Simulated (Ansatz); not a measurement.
Species: borinic acid, sum formula H₃BO (charge 0, singlet). 
Geometry from a B3LYP-D3(BJ)/def2-TZVP (Ansatz, a program for electronic structure) optimisation:
SMILES: BO
```xyz
5

B     -0.7100     0.0755    -0.0345
O      0.6342     0.0146     0.0881
H     -1.3022    -0.7421    -0.6782
H     -1.2599     0.9729     0.5246
H      1.0388    -0.7247    -0.3785
```

Basis-set convergence of Hartree-Fock and CCSD correlation energies (hartree) with Ansatz. Valence correlation only, unless marked. Spin-orbit coupling is left out. No relativistic terms.

```json
[
 {"basis": "aug-cc-pVDZ", "functions": "73", "E(HF)": "-101.33992", "E(corr, CCSD)": "-0.31437"},
 {"basis": "aug-cc-pVTZ", "functions": "161", "E(HF)": "-101.36984", "E(corr, CCSD)": "-0.37358"},
 {"basis": "aug-cc-pVQZ", "functions": "298", "E(HF)": "-101.37689", "E(corr, CCSD)": "-0.39292"}
]
```

Extrapolating the two largest sets (X = 3 and 4) as X^-3: E(corr) = (64·(-0.39292) - 27·(-0.37358))/37 = -0.4070 Eh, an estimate of the basis-set limit. The largest set recovers 96.5 % of it, the smallest 77.2 %.
